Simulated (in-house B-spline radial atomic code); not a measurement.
Ca II (Ca+) is squeezed into an impenetrable sphere of radius R (the orbitals vanish at R). Computed with an all-electron radial atomic-structure program (B-spline basis): non-relativistic r2SCAN, spin-polarised, spherical fractional occupations, point nucleus.

Energies in eV above the free ion in [Ar] 4s1:

```
R (bohr)  highest level (eV)  [Ar] 4s1  [Ar] 4p1  [Ne] 3s1 3p6 4s1 4d1
    7.88               -9.24   0.08896     3.427                 57.72
    5.64               -7.77     1.254     5.677                 62.29
    5.21               -6.87     2.035     6.923                 64.72
    4.36               -3.21      5.38     11.69                 73.85
    3.65                4.41     12.96     21.24                 91.15
    3.05                19.8     30.47     41.08                 124.3
    2.59                45.5     65.59     78.22                 181.1
    2.06                 115     185.1       199                 348.4
    1.79                 188     337.9     350.2                 543.7
    1.57                 289     576.3       584                 832.4
```

(1) Does [Ar] 4p1 fall below [Ar] 4s1 under compression?

(2) Does [Ne] 3s1 3p6 4s1 4d1 fall below [Ar] 4s1 under compression?

The highest level is first positive in the row R = 3.65 bohr, pushed up by confinement above the zero of the free ion's potential. Each configuration is held fixed and needn't be the lowest in the sphere.

Answers

(1) No, it stays above over the whole range.

(2) No, it stays above over the whole range.
